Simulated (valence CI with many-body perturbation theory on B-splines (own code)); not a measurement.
## Pb9+: E2, M1 decay

Calculated by valence CI with perturbative core correlation (CI+MBPT): five valence electrons over a frozen Dirac-Fock core [Xe] 4f14, a basis of 7 s, 7 p, 8 d, 6 f, 4 g, 1 h functions for each j, with the one-electron correlation potential Σ1 (screened to all orders), the two-electron term Σ2, the three-electron term Σ3, Breit, model QED; selected single and double excitations, second order for the rest, scaled by the run's own slope (own B-spline code, finite nucleus).

No measured spectrum was set against this ion. As an estimate, terms of the open shell hold to 2 to 4 % of their energy, and close levels can change places. Core correlation moves these levels by up to 17000 cm⁻¹, and in measured spectra 5 to 20 % of such shifts remained as error; rates that hang on mixing are uncertain with them. Among the levels kept, up to 940 cm⁻¹ of a level comes from second order outside the variational space, and about a tenth of that is noise between levels of different J, which matters for small intervals. Only levels of the ground parity were solved; by the run's estimate the other parity begins above the list, which can be wrong where configurations are misplaced.

Lines 51 to 100 of 120 in falling wavelength, among levels below 326700 cm⁻¹, chosen from the decays that carry over 1 % of a level's rate. Wavelengths and rates use the calculated energies, so an error of 2000 cm⁻¹ moves a line at 367.2 nm by 7.3 % and its rate by three times that or more. Electric multipoles are in the length gauge, E1 and E2 with the static RPA response of the core. S is in atomic units (e²a₀⁴ for E2 and M2, e²a₀⁶ for E3), for M1 in squared Bohr magnetons. Weak lines are less certain than strong ones. Lines between different terms over intervals too small for the method are left out, as are lines whose strength nearly cancels.

Levels are named by their leading jj configuration (3d3/2^4 stands for four electrons in 3d with j = 3/2), which in mixed levels can hold well under half, so a name can repeat and another be missing. Letters in brackets count levels of one name in rising energy.

```
λ vac (nm)                        Upper                        Lower  Type   A (s⁻¹)  S (a.u.)
     367.2  (5d3/2^2 5d5/2^3) J=5/2 [b]      (5d3/2^3 5d5/2^2) J=5/2    M1  2.73e+02  3.01e+00
     364.1    (5d3/2 5d5/2^4) J=5/2 [a]  (5d3/2^2 5d5/2^3) J=7/2 [a]    M1  1.63e+02  1.75e+00
     363.3  (5d3/2^2 5d5/2^3) J=7/2 [c]  (5d3/2^2 5d5/2^3) J=7/2 [a]    M1  6.56e+00  9.34e-02
     360.5  (5d3/2^2 5d5/2^3) J=9/2 [a]  (5d3/2^3 5d5/2^2) J=7/2 [a]    M1  9.53e+01  1.66e+00
     357.0  (5d3/2^2 5d5/2^3) J=5/2 [c]  (5d3/2^3 5d5/2^2) J=7/2 [b]    M1  6.83e+01  6.91e-01
     351.9     (5d3/2^2 5d5/2^3) J=13/2     (5d3/2^3 5d5/2^2) J=11/2    M1  4.13e+01  9.34e-01
     343.1  (5d3/2^2 5d5/2^3) J=3/2 [a]  (5d3/2^3 5d5/2^2) J=3/2 [a]    M1  3.62e+02  2.17e+00
     337.6  (5d3/2^2 5d5/2^3) J=3/2 [b]  (5d3/2^2 5d5/2^3) J=5/2 [a]    M1  6.80e+01  3.88e-01
     326.5  (5d3/2^2 5d5/2^3) J=9/2 [c]  (5d3/2^2 5d5/2^3) J=9/2 [a]    M1  4.32e+00  5.57e-02
     322.0  (5d3/2^2 5d5/2^3) J=5/2 [a]    (5d3/2^4 5d5/2) J=5/2 [b]    M1  3.29e+02  2.44e+00
     314.5       (5d3/2 5d5/2^4) J=11/2     (5d3/2^2 5d5/2^3) J=13/2    M1  1.16e+02  1.61e+00
     314.2    (5d3/2 5d5/2^4) J=7/2 [a]  (5d3/2^2 5d5/2^3) J=9/2 [a]    M1  3.21e+02  2.96e+00
     313.6  (5d3/2^2 5d5/2^3) J=5/2 [b]  (5d3/2^3 5d5/2^2) J=3/2 [a]    M1  5.06e+01  3.47e-01
     309.1    (5d3/2 5d5/2^4) J=5/2 [a]  (5d3/2^2 5d5/2^3) J=5/2 [a]    M1  5.59e+02  3.67e+00
     308.5  (5d3/2^2 5d5/2^3) J=7/2 [c]  (5d3/2^2 5d5/2^3) J=5/2 [a]    M1  3.63e+01  3.17e-01
     301.0  (5d3/2^3 5d5/2^2) J=7/2 [a]    (5d3/2^4 5d5/2) J=5/2 [a]    M1  6.97e+01  5.64e-01
     300.8  (5d3/2^2 5d5/2^3) J=5/2 [b]  (5d3/2^3 5d5/2^2) J=7/2 [a]    M1  8.45e+01  5.11e-01
     297.1  (5d3/2^2 5d5/2^3) J=9/2 [c]     (5d3/2^2 5d5/2^3) J=11/2    M1  3.26e+01  3.17e-01
     289.2  (5d3/2^3 5d5/2^2) J=3/2 [a]    (5d3/2^4 5d5/2) J=5/2 [a]    M1  4.19e+02  1.50e+00
     286.5  (5d3/2^2 5d5/2^3) J=9/2 [b]      (5d3/2^3 5d5/2^2) J=9/2    M1  3.37e+02  2.94e+00
     283.8       (5d3/2 5d5/2^4) J=11/2  (5d3/2^2 5d5/2^3) J=9/2 [a]    M1  1.31e+02  1.33e+00
     281.8    (5d3/2 5d5/2^4) J=5/2 [a]  (5d3/2^3 5d5/2^2) J=7/2 [b]    M1  9.27e+01  4.61e-01
     281.3  (5d3/2^2 5d5/2^3) J=7/2 [c]  (5d3/2^3 5d5/2^2) J=7/2 [b]    M1  1.38e+02  9.13e-01
     278.2  (5d3/2^2 5d5/2^3) J=7/2 [a]    (5d3/2^4 5d5/2) J=5/2 [b]    M1  2.91e+01  1.86e-01
     275.9  (5d3/2^2 5d5/2^3) J=7/2 [b]      (5d3/2^3 5d5/2^2) J=5/2    M1  4.13e+00  2.57e-02
     275.5    (5d3/2 5d5/2^4) J=7/2 [a]  (5d3/2^2 5d5/2^3) J=7/2 [a]    M1  2.34e+02  1.45e+00
     273.4  (5d3/2^2 5d5/2^3) J=7/2 [b]      (5d3/2^3 5d5/2^2) J=9/2    M1  7.67e+01  4.65e-01
     264.4  (5d3/2^2 5d5/2^3) J=9/2 [b]     (5d3/2^3 5d5/2^2) J=11/2    M1  1.20e+02  8.20e-01
     261.6    (5d3/2 5d5/2^4) J=3/2 [a]  (5d3/2^2 5d5/2^3) J=1/2 [a]    M1  4.40e+02  1.17e+00
     261.3       (5d3/2 5d5/2^4) J=11/2     (5d3/2^2 5d5/2^3) J=11/2    M1  5.36e+02  4.25e+00
     260.7  (5d3/2^3 5d5/2^2) J=3/2 [b]    (5d3/2^4 5d5/2) J=5/2 [b]    M1  3.19e+01  8.37e-02
     257.1      (5d3/2^3 5d5/2^2) J=9/2    (5d3/2^4 5d5/2) J=5/2 [a]    E2  6.65e-02  6.67e-02
     256.1  (5d3/2^2 5d5/2^3) J=3/2 [b]      (5d3/2^3 5d5/2^2) J=1/2    M1  3.89e+01  9.69e-02
     254.9      (5d3/2^3 5d5/2^2) J=5/2    (5d3/2^4 5d5/2) J=5/2 [a]    M1  3.03e+01  1.12e-01
     246.4  (5d3/2^2 5d5/2^3) J=9/2 [b]  (5d3/2^3 5d5/2^2) J=7/2 [a]    M1  1.23e+02  6.84e-01
     242.8    (5d3/2 5d5/2^4) J=7/2 [a]  (5d3/2^2 5d5/2^3) J=5/2 [a]    M1  2.85e+01  1.21e-01
     238.7  (5d3/2^2 5d5/2^3) J=5/2 [c]  (5d3/2^3 5d5/2^2) J=3/2 [a]    M1  7.16e+01  2.17e-01
     238.2  (5d3/2^2 5d5/2^3) J=3/2 [b]      (5d3/2^3 5d5/2^2) J=5/2    M1  1.62e+01  3.25e-02
     236.7  (5d3/2^2 5d5/2^3) J=7/2 [b]  (5d3/2^3 5d5/2^2) J=7/2 [a]    M1  3.53e+00  1.39e-02
     235.7  (5d3/2^2 5d5/2^3) J=1/2 [b]      (5d3/2^3 5d5/2^2) J=1/2    M1  1.50e+02  1.46e-01
     231.8  (5d3/2^2 5d5/2^3) J=9/2 [c]  (5d3/2^3 5d5/2^2) J=7/2 [b]    M1  1.43e+02  6.59e-01
     231.5  (5d3/2^2 5d5/2^3) J=3/2 [a]    (5d3/2^4 5d5/2) J=5/2 [b]    M1  2.75e+02  5.06e-01
     231.3  (5d3/2^2 5d5/2^3) J=5/2 [c]  (5d3/2^3 5d5/2^2) J=7/2 [a]    M1  2.68e+02  7.39e-01
     225.6    (5d3/2 5d5/2^4) J=7/2 [a]  (5d3/2^3 5d5/2^2) J=7/2 [b]    M1  8.62e+01  2.93e-01
     223.7    (5d3/2 5d5/2^4) J=5/2 [a]      (5d3/2^3 5d5/2^2) J=5/2    M1  3.57e+02  8.88e-01
     223.4  (5d3/2^2 5d5/2^3) J=7/2 [c]      (5d3/2^3 5d5/2^2) J=5/2    M1  5.50e+01  1.82e-01
     221.7  (5d3/2^2 5d5/2^3) J=7/2 [c]      (5d3/2^3 5d5/2^2) J=9/2    M1  1.79e+02  5.77e-01
     217.7  (5d3/2^2 5d5/2^3) J=5/2 [b]    (5d3/2^4 5d5/2) J=5/2 [b]    M1  1.13e+01  2.61e-02
     214.4  (5d3/2^2 5d5/2^3) J=3/2 [b]  (5d3/2^3 5d5/2^2) J=3/2 [a]    M1  7.56e+01  1.11e-01
     206.4  (5d3/2^3 5d5/2^2) J=7/2 [b]    (5d3/2^4 5d5/2) J=5/2 [a]    M1  2.70e+01  7.04e-02
```
